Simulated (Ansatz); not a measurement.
The same path of CH₅Cl₂InO (10 atoms, charge 0, multiplicity 1) was run twice with different band settings. Lost on the way: In1–C2, H5–O6. Made: C2–H5.

All numbers below come from RKS CAM-B3LYP/def2-SVP (Ansatz).

Relaxed end points:

```xyz
10
Properties=species:S:1:pos:R:3
In -0.545 -0.398 -0.534
C 0.642 -1.259 1.022
Cl -0.500 -1.101 -2.779
Cl -2.580 0.769 -0.046
H 0.874 2.193 -0.182
O 0.213 1.800 -0.768
H 1.688 -1.336 0.696
H 0.578 -0.647 1.932
H 0.265 -2.266 1.243
H -0.636 2.246 -0.584
```

```xyz
10
Properties=species:S:1:pos:R:3
In -0.906 0.267 -1.177
C 0.863 -0.690 1.078
Cl -0.116 -1.332 -2.661
Cl -2.899 -0.128 -0.032
H 1.041 0.357 0.788
O 0.013 2.012 -1.065
H 1.082 -1.366 0.239
H 1.544 -0.933 1.905
H -0.170 -0.832 1.426
H -0.453 2.645 -0.502
```

Common settings: movable images 7; climbing image yes; spring 5.0 eV/Å²; optimiser quadratic models (default); start path through a guess of the saddle point; iteration limit 60; end points relaxed.

| run | force threshold |
| --- | --- |
| 1 | 0.05 eV/Å |
| 2 | 0.5 eV/Å |

(1) What does each run give, and how far can it be trusted?

## Answers

(1) Run 1: converged after 12 iterations, highest image 1.618 eV above the first end. A vibrational analysis at the climbing image gives one clearly imaginary mode, 1483i cm⁻¹: a first-order saddle point.
Run 2: converged after 8 iterations, highest image 1.634 eV above the first end. The threshold of 0.5 eV/Å is loose, so the images may lie well off the minimum-energy path. The order of the stationary point at the top wasn't checked.
The orbitals stay closed-shell, which can raise the energy where a bond breaks towards radicals; this wasn't checked here.
